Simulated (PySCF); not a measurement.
## Ionisation energy of Sn²³⁺ by level of theory

Sn²³⁺ [Ar] 3d9 [3d3/2^4 3d5/2^5, M_J = 5/2] → Sn²⁴⁺ [Ar] 3d8 [3d3/2^4 3d5/2^4, M_J = 4], as a difference of total energies. All numbers are calculated (PySCF 2.14, the two-component X2C-1e Hamiltonian, in an uncontracted even-tempered set (17 s from 3 bohr⁻², ratio 2.8; 12 p from 3.8 bohr⁻², ratio 2.8; 8 d from 3.8 bohr⁻², ratio 2.8; 3 f from 17 bohr⁻², ratio 3)). Correlated levels: [Ne] frozen; the 76 highest virtual spinors dropped. "Screened" scales the spin-orbit matrix elements by Boettger's factors to mimic the two-electron term; Breit and QED terms are absent.

```json
{"method": "GHF (spin-free)", "ionisation energy (eV)": "1199.1"}
{"method": "GMP2 (spin-free)", "ionisation energy (eV)": "1200.5"}
{"method": "GHF (screened spin-orbit)", "ionisation energy (eV)": "1196.2"}
{"method": "GMP2 (screened spin-orbit)", "ionisation energy (eV)": "1197.6"}
```

Breit and QED terms and the two-electron picture change are absent.

The spin-free rows relax to the high-spin LS determinant and lack the spin-orbit shift.

The labels give the starting determinants; with spin-orbit coupling the two ends relaxed to ⟨J²⟩ = 8.75, ⟨L²⟩ = 6.01, ⟨S²⟩ = 0.76 and ⟨J²⟩ = 20.00, ⟨L²⟩ = 12.38, ⟨S²⟩ = 1.92.

For comparison: 1195 ± 4 eV (theoretical estimate listed by NIST; NIST Atomic Spectra Database, ionization energies).
